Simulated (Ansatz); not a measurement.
Species: RhB (charge 0, singlet). 
Structure (B3LYP-D3(BJ)/def2-TZVP (Ansatz, a program for electronic structure) minimum search):
```xyz
2

Rh     0.0000     0.0000    -0.1682
B      0.0000     0.0000     1.5142
```
Charge 0, spin multiplicity 1.

Quantity: atomisation energy (electronic, to ground-state atoms), in kcal/mol. Valence correlation only, unless marked. UHF or UKS for open shells. No spin-orbit coupling. The frozen core is the preceding noble-gas configuration, with the filled d and f shells of earlier blocks. In def2 rows, elements after Kr have scalar-relativistic effective core potentials. The coupled-cluster limit lacks core correlation, which all-electron functionals hold. CBS marks a two-point X^-3 extrapolation of the correlation energy; Hartree-Fock from the larger set.

```
level                               program  atomisation energy (kcal/mol)
---------------------------  --------------  -----------------------------
CAM-B3LYP-D3(BJ)/def2-TZVPD  Ansatz + dftd3                          111.0
B2PLYP-D3(BJ)/def2-TZVPD     Ansatz + dftd3                          126.2
MP2/def2-QZVPPD                      Ansatz                          153.4
```

Question: What does CCSD(T)/CBS(def2-TZVPPD,def2-QZVPPD) (Ansatz) give?

Answer: 122.3 kcal/mol, so MP2/def2-QZVPPD differs from it by 31.1 kcal/mol.
